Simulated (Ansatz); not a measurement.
CH$_{4}$AlFOSi, SMILES `F[SiH]1O[CH2][AlH]1`, relaxed with RKS PBE0-D4/def2-TZVP in Ansatz from a PBE-D4/def2-SVP geometry. The force threshold is 0.005 eV/Å; the program also tests the step.

The species carries charge 0 and has multiplicity 1.

Start:

```xyz
9

F    -1.211    0.363    2.258
Si   -0.805    0.931    0.764
O    -1.074   -0.240   -0.444
C     0.130   -0.999   -0.760
Al    1.438    0.338    0.012
H    -1.745    2.081    0.518
H     0.181   -1.152   -1.862
H     0.090   -2.012   -0.299
H     2.994    0.691   -0.188
```

```csv
step,energy (eV),largest force (eV/Å),largest move (Å)
1,-20332.5608,1.141,0.000
2,-20332.6152,0.688,0.033
3,-20332.6362,0.072,0.031
4,-20332.6377,0.036,0.019
5,-20332.6383,0.018,0.016
6,-20332.6389,0.029,0.030
7 (rejected),-20332.6139,0.346,0.059
8,-20332.6389,0.071,0.011
9,-20332.6391,0.006,0.011
10,-20332.6391,0.003,0.001
```

End:

```xyz
9

F    -1.202    0.445    2.245
Si   -0.810    0.904    0.755
O    -1.078   -0.310   -0.344
C     0.138   -0.981   -0.769
Al    1.427    0.347   -0.004
H    -1.734    2.033    0.471
H     0.117   -1.076   -1.859
H     0.159   -1.996   -0.358
H     2.984    0.634   -0.137
```

It took 12 s on 4 threads of an AMD EPYC 9R45 on a shared host, with 0.5 GiB of host memory at the peak.
